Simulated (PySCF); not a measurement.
Excitations are Tamm–Dancoff values on a coarser integration grid. The basis has no diffuse functions, so Rydberg states are missing or too high.

H₉BSi₃, SMILES `[SiH3]B([SiH3])[SiH3]` (charge 0, multiplicity 1)

Computed with ωB97X-D3(BJ)/def2-TZVP // B3LYP-D3(BJ)/def2-TZVP (PySCF).

```json
{
 "HOMO": "-10.36 eV",
 "dipole_moment": "0.12 D",
 "HOMO–LUMO gap": "9.34 eV",
 "LUMO": "-1.02 eV",
 "S1 excitation (TDA)": "3.42 eV",
 "S1 oscillator strength": "0.000",
 "brightest of the four lowest singlets (TDA)": "6.73 eV",
 "T1 excitation (TDA)": "2.74 eV",
 "S1–T1 gap (TDA)": "0.68 eV",
 "total_energy": "-898.8289 Ha",
 "cost": "roughly 5 core-minutes"
}
```

Bond lengths (Å): Si1–B2 2.001, Si1–H5 1.484, Si1–H6 1.491, Si1–H7 1.484, B2–Si3 2.001, B2–Si4 2.002, Si3–H8 1.484, Si3–H9 1.492, Si3–H10 1.484, Si4–H11 1.485, Si4–H12 1.491, Si4–H13 1.484. Bond angles (°): B2–Si1–H5 113.8, B2–Si1–H6 104.1, B2–Si1–H7 114.2, H5–Si1–H6 107.8, H5–Si1–H7 108.6, H6–Si1–H7 108.0, Si1–B2–Si3 119.2, Si1–B2–Si4 121.7, Si3–B2–Si4 118.9, B2–Si3–H8 114.0, B2–Si3–H9 103.4, B2–Si3–H10 114.5, H8–Si3–H9 107.9, H8–Si3–H10 108.6, H9–Si3–H10 107.9, B2–Si4–H11 112.8, B2–Si4–H12 104.2, B2–Si4–H13 115.0, H11–Si4–H12 107.7, H11–Si4–H13 108.6, H12–Si4–H13 108.1.
Charge 0, spin multiplicity 1.
